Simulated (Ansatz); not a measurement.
Ansatz (a program for electronic structure) input (B97M-V/def2-TZVPD):

Ansatz 0.2 input:
```yaml
crystal:
  periodic: [false, false, false]
  atoms:
    - {symbol: B, position_ang: [-0.86361546, 0.10170533, -0.54046449]}
    - {symbol: C, position_ang: [-1.31847279, -1.01285106, 0.46480523]}
    - {symbol: O, position_ang: [0.31926433, 0.70350593, -0.61946265]}
    - {symbol: C, position_ang: [1.45023090, 0.44301926, 0.23026250]}
    - {symbol: H, position_ang: [-1.23215201, -0.65400649, 1.49773578]}
    - {symbol: H, position_ang: [-0.67397718, -1.89583839, 0.37442394]}
    - {symbol: H, position_ang: [-2.34685855, -1.33330741, 0.30796591]}
    - {symbol: H, position_ang: [1.69748248, 1.36162783, 0.76084241]}
    - {symbol: H, position_ang: [1.23933973, -0.35050191, 0.94751622]}
    - {symbol: H, position_ang: [2.28957943, 0.15444299, -0.40086714]}
basis:
  gaussian:
    orbitals: def2-TZVPD
hamiltonian:
  xc: {name: B97M-V}
magnetization: {spin_polarized: true, initial_magnetization: 1}
output: {forces: true}
```

End of the output:

```
integrals: 0.10 GiB planned
1003 factors; their error is unknown
mean field: 1.31 GiB planned
mean field evaluation 1: about -4885.9636 eV, gradient 4.8e1 eV
mean field evaluation 2: about -4870.6592 eV, gradient 7.4e1 eV
mean field evaluation 4: about -4895.7967 eV, gradient 4.3e0 eV
mean field evaluation 8: about -4895.8800 eV, gradient 1.0e-1 eV
mean field evaluation 16: about -4895.8437 eV, gradient 5.0e-4 eV
mean field -4895.84367365 eV, -179.9189364845 hartree, gradient 3.9e-5 eV, S^2 0.753629; 0 other end points of the search recorded, 0 dependent functions left out
the calculation of the forces begins
reference -4895.84376404 eV, -179.9189398064 hartree; 16, 15 occupied and 189, 190 virtual orbitals, 1003 factors
Total energy: -4895.84376404 eV, -179.9189398064 hartree
Atom 0 at    -0.863615     0.101705    -0.540464 Å, force     0.170353    -0.103166     0.198407 eV/Å
Atom 1 at    -1.318473    -1.012851     0.464805 Å, force    -0.043293     0.059806    -0.087177 eV/Å
Atom 2 at     0.319264     0.703506    -0.619463 Å, force    -0.031686    -0.022674     0.009105 eV/Å
Atom 3 at     1.450231     0.443019     0.230263 Å, force    -0.042176    -0.024087     0.007273 eV/Å
Atom 4 at    -1.232152    -0.654006     1.497736 Å, force    -0.006550    -0.036410    -0.120271 eV/Å
Atom 5 at    -0.673977    -1.895838     0.374424 Å, force    -0.069747     0.104329     0.006708 eV/Å
Atom 6 at    -2.346859    -1.333307     0.307966 Å, force     0.157622     0.023919     0.051617 eV/Å
Atom 7 at     1.697482     1.361628     0.760842 Å, force    -0.035280    -0.142476    -0.082900 eV/Å
Atom 8 at     1.239340    -0.350502     0.947516 Å, force     0.030215     0.094248    -0.081592 eV/Å
Atom 9 at     2.289579     0.154443    -0.400867 Å, force    -0.129458     0.046511     0.098831 eV/Å
Dipole moment:     0.315352    -0.184171     0.360387 e Å
```

It need not be the lowest isomer of its formula.
